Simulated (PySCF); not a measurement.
A structure optimised at B3LYP-D3(BJ)/def2-SVP, used in a PySCF frequency run:

```xyz
11

C     -2.1700    -0.1147    -0.2319
C     -1.0220    -1.0498     0.0850
F     -1.4742    -2.0400     0.9575
C      0.1614    -0.3977     0.7882
Br     1.1078     0.8550    -0.3847
H     -1.8496     0.6668    -0.9354
H     -2.9998    -0.6784    -0.6825
H     -2.5338     0.3668     0.6895
H     -0.6666    -1.5551    -0.8299
H     -0.1631     0.1695     1.6703
H      0.8901    -1.1601     1.0884
```

Q: Write its SMILES and formula.

A: C[C@H](F)CBr, C3H6BrF

Q: What are its rotational constants (standard atomic weights)?

A: 7.8611, 1.3541, 1.2075 GHz
